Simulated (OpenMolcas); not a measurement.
## Mn4+: moving or changing the point charges

Mn4+ among 6 point charges of -2 e arranged as a tetragonal octahedron (D4h), 1.68 Å from the ion, with the axial distance 1.663 Å.

- Program: OpenMolcas
- Method: CASSCF
- Basis: ANO-RCC-VDZP [5s4p2d1f]
- Scalar Hamiltonian: DKH2, point nucleus
- Active space: 3 electrons in 5 orbitals (3d)
- State averaging: 2S+1 = 4 even, 10 roots; 2S+1 = 2 even, 40 roots
- Spin-orbit coupling: state interaction with AMFI integrals over the reference wave functions

Runs around this geometry, states (labels of D4, the rotations of D4h). Energies in cm-1 above the lowest state or level, χT in cm3 K/mol.

```json
{"R (Å)": "1.68", "q (e)": "-1.6", "Axial / equatorial distance": "0.99", "Ground state": "4B1", "First state of that spin": "4B2 4738", "First gap with spin-orbit (degeneracies)": "0.8 (2, 2)", "χT at 300 K": "1.576", "First state of another spin": "2B1 22649"}
{"R (Å)": "1.58", "q (e)": "-2", "Axial / equatorial distance": "0.99", "Ground state": "4B1", "First state of that spin": "4B2 7871", "First gap with spin-orbit (degeneracies)": "0.4 (2, 2)", "χT at 300 K": "1.692", "First state of another spin": "2B1 22926"}
{"R (Å)": "1.68", "q (e)": "-2", "Axial / equatorial distance": "0.99", "Ground state": "4B1", "First state of that spin": "4B2 5880", "First gap with spin-orbit (degeneracies)": "0.6 (2, 2)", "χT at 300 K": "1.632", "First state of another spin": "2B1 22791"}
{"R (Å)": "1.88", "q (e)": "-2", "Axial / equatorial distance": "0.99", "Ground state": "4B1", "First state of that spin": "4B2 3417", "First gap with spin-orbit (degeneracies)": "1.3 (2, 2)", "χT at 300 K": "1.471", "First state of another spin": "2B1 22404"}
{"R (Å)": "1.68", "q (e)": "-2", "Axial / equatorial distance": "1.07", "Ground state": "4B1", "First state of that spin": "4E 4866", "First gap with spin-orbit (degeneracies)": "5.3 (2, 2)", "χT at 300 K": "1.597", "First state of another spin": "2A1 22494"}
```

Taking the first state of the same spin as R^-n, n = -ln(3417 / 7871) / ln(1.88 / 1.58) = 4.8 between the shortest and longest distance.

Scaling the charges by -1.6 / -2 = 0.80 scales the first state of the same spin by 4738 / 5880 = 0.81; with fixed orbitals a first-order splitting would follow the charge.

Without dynamic correlation the repulsion within the d shell is too large (B by tens of per cent), so at a given field states of lower spin stand too high. This is an electrostatic model: the charges have no orbitals. No measured value stands beside these numbers.
